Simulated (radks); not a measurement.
Fractional charge and spin in the 6s shell of cerium: the spin-up occupation runs from 0 to 1 and the spin-down occupation from 0 to 1; the fullest corner is Ce, [Xe] 4f(up 0.5, down 0.5) 5d(up 0.5, down 0.5) 6s(up 1, down 1). All-electron calculation, scalar-relativistic Kohn-Sham, LDA (Slater exchange, Perdew-Wang correlation), spin-polarised, spherical densities, finite nucleus; Fermi nuclear charge, rms radius of each element as measured or else 0.836 A^(1/3) + 0.57 fm. Program: a radial shooting solver on a logarithmic mesh with Libxc functionals. Energy (eV) above the fullest corner. The planes named below are the two flat planes that join the four corners, with an edge along up + down = one added electron.

| down \ up | 0 | 0.25 | 0.5 | 0.75 | 1 |
|---|---|---|---|---|---|
| 0 | 17.605 | 14.270 | 11.238 | 8.520 | 6.116 |
| 0.25 | 14.270 | 11.284 | 8.602 | 6.228 | 4.161 |
| 0.5 | 11.238 | 8.602 | 6.265 | 4.229 | 2.492 |
| 0.75 | 8.520 | 6.228 | 4.229 | 2.523 | 1.107 |
| 1 | 6.116 | 4.161 | 2.492 | 1.107 | 0.000 |

Corners above the fullest one (they belong to Ce+ and the next ion): (up 1, down 0) 6.116 eV, (up 0, down 1) 6.116 eV, (up 0, down 0) 17.605 eV. With half an added electron in each spin the energy lies 0.149 eV from the planes, and with half an added electron in spin up alone -0.622 eV. The planes are only a guide here: the flat-plane condition holds for ground states with one frontier orbital, while this shell lies below other occupied shells, so the corners above the fullest one are inner-hole states and not the ground states of those ions.
